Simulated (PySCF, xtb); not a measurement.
Mg(I)(SMe) (CH₃IMgS), SMILES C[S][Mg][I].

GFN2-xTB in xtb at its own geometry gives an orbital gap of 1.92 eV and a dipole moment of 4.31 D.

The structure is a stationary point at B3LYP-D3(BJ)/def2-SVP. The structure was generated by enumeration; whether it is a known compound was not checked. The def2 effective core potentials stand for the cores of I; spin–orbit coupling is left out. The values are those of a single conformer.

Task: What does ωB97X/def2-TZVP run with PySCF give? (The exact figures need the calculation; the answer reports its results.)

Result: gap 9.14 eV (levels -9.10 and 0.04 eV), dipole 1.55 D.
